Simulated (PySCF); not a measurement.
**Charge on either side of a bond**

C7H10NS (charge +1).
Atom-mapped SMILES: `[CH3:1][S:2][c:3]1[cH:4][cH:5][cH:6][c:7]([NH3+:8])[cH:9]1` (hydrogens: H10, H11, H12 on C1; H13 on C4; H14 on C5; H15 on C6; H16, H17, H18 on N8; H19 on C9)

Structure used (GFN2-xTB), in Å, numbered top down from 1:
```
atom  x, y, z in Å
C1     3.478   -0.634   -0.514
S2     1.998   -1.607   -0.137
C3     0.702   -0.437   -0.126
C4     0.854    0.935   -0.333
C5    -0.243    1.774   -0.304
C6    -1.518    1.279   -0.069
C7    -1.658   -0.084    0.135
N8    -3.012   -0.643    0.394
C9    -0.583   -0.943    0.111
H10    3.659    0.092    0.273
H11    3.373   -0.160   -1.485
H12    4.293   -1.351   -0.544
H13    1.828    1.355   -0.518
H14   -0.108    2.831   -0.466
H15   -2.369    1.940   -0.048
H16   -3.669   -0.354   -0.343
H17   -2.958   -1.671    0.415
H18   -3.376   -0.309    1.298
H19   -0.700   -2.004    0.270
```

Atomic charges (e) from the PBE0/pcSseg-1 density (PySCF):

```tsv
atom	Mulliken	IAO	Hirshfeld	ESP-fitted
C1	-0.4024	-0.5087	-0.0984	-0.3751
S2	+0.1621	+0.2199	+0.0768	-0.0607
C3	-0.3688	-0.0842	+0.0041	+0.0845
C4	+0.0234	-0.1495	-0.0323	+0.0135
C5	-0.0455	-0.1081	-0.0119	-0.1935
C6	-0.0005	-0.1942	-0.0592	-0.3494
C7	-0.0811	+0.0535	+0.0468	+0.4275
N8	-0.2669	-0.3084	+0.0294	-0.6271
C9	+0.1155	-0.1806	-0.0617	-0.4612
H10	+0.1752	+0.1697	+0.0594	+0.1524
H11	+0.1747	+0.1698	+0.0593	+0.1504
H12	+0.1911	+0.1951	+0.0753	+0.2275
H13	+0.1166	+0.1750	+0.0660	+0.1323
H14	+0.1299	+0.1867	+0.0787	+0.2118
H15	+0.1119	+0.1695	+0.0648	+0.2153
H16	+0.2853	+0.3437	+0.2150	+0.3963
H17	+0.2736	+0.3388	+0.2127	+0.4057
H18	+0.2868	+0.3448	+0.2152	+0.4009
H19	+0.1192	+0.1669	+0.0602	+0.2489
```

Question: Cut each of the bonds C1–S2, S2–C3 and N8–C7 in turn and sum the charges on the side of the atom named first.

Answer: In e; the other side holds the total charge, +1, less this:

```json
{"bond cut": "C1–S2", "piece": "CH3", "atoms": "4", "Mulliken": "+0.139", "IAO": "+0.026", "Hirshfeld": "+0.096", "ESP-fitted": "+0.155"}
{"bond cut": "S2–C3", "piece": "CH3S", "atoms": "5", "Mulliken": "+0.301", "IAO": "+0.246", "Hirshfeld": "+0.172", "ESP-fitted": "+0.095"}
{"bond cut": "N8–C7", "piece": "NH3", "atoms": "4", "Mulliken": "+0.579", "IAO": "+0.719", "Hirshfeld": "+0.672", "ESP-fitted": "+0.576"}
```

Extremes among these pieces. Mulliken: lowest CH3 at C1, highest NH3 at N8; IAO: lowest CH3 at C1, highest NH3 at N8; Hirshfeld: lowest CH3 at C1, highest NH3 at N8; ESP-fitted: lowest CH3S at S2, highest NH3 at N8.

Question: Do the schemes agree better on the pieces than on the single atoms at the cuts?

Answer: The spread between schemes averages 0.160 e for the pieces and 0.449 e for the atoms named first; it is smaller for the piece at 3 of the 3 cuts. On average they agree better on the pieces.

One conformer (not necessarily the lowest) at the GFN2-xTB geometry, without solvent, vibrations or thermal averaging.
